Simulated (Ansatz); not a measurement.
Born–Oppenheimer molecular dynamics of BClF$_{2}$ (4 atoms, charge 0, multiplicity 1). It starts from a relaxed structure.

Level of theory: Ansatz 0.2.0, RKS B3LYP-D4/def2-SVP.

* ensemble: NVT, Nosé–Hoover chain
* time step: 1 fs
* steps asked: 166
* set temperature: 1500 K
* thermostat: time constant 100 fs, chain length 3 (defaults)
* seed: 615865

Frames 1 fs apart, positions in Å, forces in eV/Å.

Velocities at 80.0 fs (Å/ps):

```
B 14.37 -0.21 -7.42
F -4.29 0.05 -0.92
Cl 2.95 0.02 0.25
F -9.39 0.04 4.68
```

```xyz
4
Properties=species:S:1:pos:R:3:forces:R:3 time_fs=80.0 energy_less_start_eV=0.164 T=1122
B 0.042 0.001 0.074 0.92 -0.01 -1.06
F -0.049 0.000 1.383 0.37 0.00 -0.33
Cl 1.519 0.000 -0.954 -0.09 0.00 1.15
F -1.017 0.000 -0.680 -1.20 0.00 0.24
4
Properties=species:S:1:pos:R:3:forces:R:3 time_fs=81.0 energy_less_start_eV=0.140 T=1226
B 0.057 0.001 0.066 0.09 -0.01 -0.83
F -0.053 0.000 1.382 0.52 0.00 -0.64
Cl 1.522 0.000 -0.954 0.00 0.00 1.04
F -1.027 0.000 -0.675 -0.61 0.00 0.42
4
Properties=species:S:1:pos:R:3:forces:R:3 time_fs=82.0 energy_less_start_eV=0.134 T=1263
B 0.072 0.001 0.058 -0.76 -0.01 -0.53
F -0.057 0.000 1.381 0.69 0.00 -0.95
Cl 1.525 0.000 -0.953 0.12 0.00 0.91
F -1.037 0.000 -0.670 -0.05 0.00 0.57
4
Properties=species:S:1:pos:R:3:forces:R:3 time_fs=83.0 energy_less_start_eV=0.146 T=1231
B 0.086 0.000 0.048 -1.58 0.00 -0.20
F -0.060 0.000 1.379 0.85 0.00 -1.23
Cl 1.528 0.000 -0.952 0.27 0.00 0.77
F -1.047 0.000 -0.665 0.46 0.00 0.66
4
Properties=species:S:1:pos:R:3:forces:R:3 time_fs=84.0 energy_less_start_eV=0.172 T=1144
B 0.099 0.000 0.039 -2.33 0.00 0.16
F -0.064 0.000 1.376 1.00 0.00 -1.48
Cl 1.531 0.000 -0.951 0.42 0.00 0.61
F -1.057 0.000 -0.659 0.91 0.00 0.71
4
Properties=species:S:1:pos:R:3:forces:R:3 time_fs=85.0 energy_less_start_eV=0.206 T=1025
B 0.110 0.000 0.030 -2.98 0.00 0.51
F -0.066 0.000 1.373 1.14 0.00 -1.68
Cl 1.534 0.000 -0.950 0.56 0.00 0.46
F -1.067 0.000 -0.653 1.27 0.00 0.70
4
Properties=species:S:1:pos:R:3:forces:R:3 time_fs=86.0 energy_less_start_eV=0.240 T=905
B 0.119 -0.001 0.021 -3.49 0.01 0.83
F -0.069 0.000 1.369 1.26 0.00 -1.81
Cl 1.538 0.000 -0.948 0.68 0.00 0.32
F -1.075 0.000 -0.647 1.55 0.00 0.66
4
Properties=species:S:1:pos:R:3:forces:R:3 time_fs=87.0 energy_less_start_eV=0.266 T=813
B 0.124 -0.001 0.013 -3.84 0.01 1.08
F -0.070 0.000 1.364 1.35 0.00 -1.87
Cl 1.541 0.000 -0.946 0.75 0.00 0.21
F -1.084 0.000 -0.640 1.74 0.00 0.57
4
Properties=species:S:1:pos:R:3:forces:R:3 time_fs=88.0 energy_less_start_eV=0.279 T=774
B 0.126 -0.001 0.005 -4.01 0.02 1.26
F -0.071 0.000 1.358 1.41 -0.01 -1.86
Cl 1.545 0.000 -0.945 0.76 0.00 0.14
F -1.091 0.000 -0.633 1.84 -0.01 0.45
4
Properties=species:S:1:pos:R:3:forces:R:3 time_fs=89.0 energy_less_start_eV=0.273 T=802
B 0.124 -0.001 -0.001 -3.97 0.02 1.35
F -0.071 0.000 1.351 1.44 -0.01 -1.77
Cl 1.549 0.000 -0.943 0.70 0.00 0.12
F -1.097 0.000 -0.625 1.83 -0.01 0.30
4
Properties=species:S:1:pos:R:3:forces:R:3 time_fs=90.0 energy_less_start_eV=0.251 T=896
B 0.119 -0.001 -0.006 -3.74 0.02 1.34
F -0.070 0.000 1.343 1.44 -0.01 -1.60
Cl 1.553 0.000 -0.941 0.56 0.00 0.14
F -1.103 0.000 -0.618 1.73 -0.01 0.12
4
Properties=species:S:1:pos:R:3:forces:R:3 time_fs=91.0 energy_less_start_eV=0.216 T=1040
B 0.110 -0.002 -0.010 -3.30 0.02 1.25
F -0.069 0.000 1.334 1.41 -0.01 -1.35
Cl 1.558 0.000 -0.940 0.37 -0.01 0.20
F -1.108 0.000 -0.610 1.52 -0.01 -0.10
```

Of the whole run (166 fs, mean temperature of the second half 1275 K): The conserved energy stayed within 1.1 meV per atom of its start (net change 0.82 meV per atom), so the integration is sound. The mean temperature of the second half is 15 % below the set value. A run of 0.17 ps of so small a system gives no equilibrium averages.

The run took 3.6 min on 1 thread of Arm Neoverse V2, on a shared host, peak memory 0.1 GiB.
